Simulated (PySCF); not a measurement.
**Computed properties of Ga(OH)2(SeH) (GaH3O2Se), SMILES [OH][Ga]([OH])[SeH]**

Ga(OH)2(SeH) (GaH₃O₂Se), SMILES [OH][Ga]([OH])[SeH]. Geometry optimised at PBE0-D3(BJ)/def2-SVP. Other conformers were not sampled. All values are computed for the isolated molecule unless a solvent is named; none is compared with measurement here.

**Structure.** The optimised structure has Cs symmetry. All 15 harmonic modes at PBE0-D3(BJ)/def2-SVP (PySCF) are real, so it is a minimum. With heavy atoms numbered as in [Ga:1]([OH:2])([OH:4])[SeH:6], the shortest bond between them is Ga1–O4 at 1.776 Å and the longest Ga1–Se6 at 2.310 Å.

**Vibrations.** The strongest infrared lines (harmonic, unscaled, degenerate partners summed) lie at 736 cm⁻¹ (119 km/mol, O 73 %, Ga 22 %), 830 cm⁻¹ (118 km/mol, H 89 %, O 8 %), 299 cm⁻¹ (107 km/mol, H 90 %, O 10 %). The softest mode is at 115 cm⁻¹ and the zero-point energy is 22.2 kcal/mol.

**Electronic structure.** B3LYP/def2-TZVP (PySCF) places the frontier levels at -7.23 and -1.27 eV, a gap of 5.96 eV, and gives a dipole moment of 0.98 D and a mean polarisability of 59.8 bohr³. PBE/def2-TZVP (PySCF) at the same geometry gives -6.28 and -1.83 eV, so its gap is 1.51 eV narrower. An orbital gap is neither the optical nor the fundamental gap.

**Excitations.** TDA-PBE0/def2-SVPD (PySCF) has S1 at 5.02 eV (247 nm, f = 0.026, weak); the most intense of the 10 singlets computed lies at 7.03 eV (f = 0.35). T1 (TDA) is at 4.66 eV, 0.36 eV under S1. TDA-PBE/def2-SVPD (PySCF) puts S1 at 4.41 eV. No vertical singlet excitation falls in the visible range (under 3.1 eV).

**NMR.** GIAO shifts at HF/pcSseg-1 (PySCF) (non-relativistic, atoms alike by connectivity averaged): ¹H from 1.2 to 2.0 ppm against TMS.
